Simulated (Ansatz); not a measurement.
```yaml
crystal:
  periodic: [false, false, false]
  atoms:
    - {symbol: S, position_ang: [0.324946, 0.998988, -1.547110]}
    - {symbol: In, position_ang: [1.478364, -1.017340, -0.376431]}
    - {symbol: S, position_ang: [-0.165545, -0.898014, 1.635941]}
    - {symbol: In, position_ang: [-1.010963, 1.358291, 0.655783]}
    - {symbol: H, position_ang: [-0.626232, 0.261215, -2.142758]}
    - {symbol: H, position_ang: [2.945357, -0.384339, 0.227009]}
    - {symbol: H, position_ang: [1.049139, -2.409565, -1.272441]}
    - {symbol: H, position_ang: [-1.118762, -1.644109, 1.054074]}
    - {symbol: H, position_ang: [-2.660669, 1.130863, 0.265777]}
    - {symbol: H, position_ang: [-0.132336, 2.552808, 1.503158]}
basis:
  gaussian: {orbitals: def2-mTZVPP}
hamiltonian: {xc: {name: r2SCANh}}
output: {forces: true}
```

```sh
$ ansatz run in.yaml --threads 4 --pin off --events-out ev --progress --plain --max-ram 11315MiB
```

Output, abridged:

```
Functional definition: r2SCANh
1638 factors; integrals over basis functions are off by at most 7.7e-4 eV
mean field evaluation 1: about -32118.7926 eV, gradient 2.4e1 eV
mean field evaluation 2: about -32118.7008 eV, gradient 2.6e1 eV
mean field evaluation 4: about -32120.2264 eV, gradient 8.5e-1 eV
mean field evaluation 8: about -32120.2480 eV, gradient 4.6e-2 eV
mean field -32120.24797159 eV, -1180.3973410701 hartree, gradient 6.7e-5 eV, S^2 0.000000; 0 other end points of the search recorded, 0 dependent functions left out
reference -32120.24799992 eV, -1180.3973421111 hartree; 40, 40 occupied and 116, 116 virtual orbitals, 1638 factors
Total energy: -32120.24799992 eV, -1180.3973421111 hartree
Atom 0 at     0.324946     0.998988    -1.547110 Å, force     0.052878     0.087337    -0.073305 eV/Å
Atom 1 at     1.478364    -1.017340    -0.376431 Å, force     0.098602    -0.071721    -0.027730 eV/Å
Atom 2 at    -0.165545    -0.898014     1.635941 Å, force     0.022895    -0.028325     0.120558 eV/Å
Atom 3 at    -1.010963     1.358291     0.655783 Å, force    -0.072791     0.091927     0.043304 eV/Å
Atom 4 at    -0.626232     0.261215    -2.142758 Å, force    -0.045528    -0.034854    -0.029873 eV/Å
Atom 5 at     2.945357    -0.384339     0.227009 Å, force    -0.035043    -0.017114    -0.015676 eV/Å
Atom 6 at     1.049139    -2.409565    -1.272441 Å, force     0.013046     0.029430     0.019653 eV/Å
Atom 7 at    -1.118762    -1.644109     1.054074 Å, force    -0.046040    -0.036450    -0.026935 eV/Å
Atom 8 at    -2.660669     1.130863     0.265777 Å, force     0.035307     0.008132     0.010470 eV/Å
Atom 9 at    -0.132336     2.552808     1.503158 Å, force    -0.023326    -0.028361    -0.020466 eV/Å
Dipole moment:    -0.208326    -0.162343    -0.128755 e Å
```

Run time 2.9 s (4 threads of an Intel Xeon 6975P-C on a shared host); peak host memory 0.52 GiB.
